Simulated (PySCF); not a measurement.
SMILES [SiH]1[SiH2][SiH2][SiH2][SiH2]1 (H₉Si₅), doublet (B3LYP/def2-SVP optimised geometry):

```
14

Si     1.289    -0.629    -1.084
Si    -0.664    -1.659    -1.911
Si    -2.238     0.113    -1.903
Si    -1.643     1.389     0.000
Si     0.730     1.389     0.000
H      2.233    -1.522    -0.343
H     -1.123    -2.762    -1.009
H     -0.462    -2.236    -3.275
H     -2.050     0.941    -3.134
H     -3.652    -0.368    -1.864
H     -2.233     2.762     0.000
H     -2.113     0.668     1.223
H      1.238     2.560    -0.780
H      1.305     1.469     1.378
```

Level of theory: unrestricted B3LYP/def2-TZVP (PySCF).

Task: What are the frontier orbital energies (α orbitals alone; a β orbital can be the lowest empty one) and the dipole moment?

Result: HOMO-2 -7.66 eV, HOMO-1 -7.56 eV, HOMO -5.78 eV, LUMO -1.08 eV, LUMO+1 -0.51 eV; dipole moment 0.05 D.

On the same geometry unrestricted PBE/def2-TZVP in PySCF gives HOMO-2 -6.88 eV, HOMO-1 -6.77 eV, HOMO -5.11 eV, LUMO -1.75 eV, LUMO+1 -1.18 eV; dipole moment 0.06 D.

Meta-Löwdin charges at B3LYP/def2-TZVP: Si1 0.02, Si2 0.16, Si3 0.15, Si4 0.15, Si5 0.16, H6 -0.05, H7 -0.07, H8 -0.07, H9 -0.07, H10 -0.07, H11 -0.07, H12 -0.07, H13 -0.07, H14 -0.07.
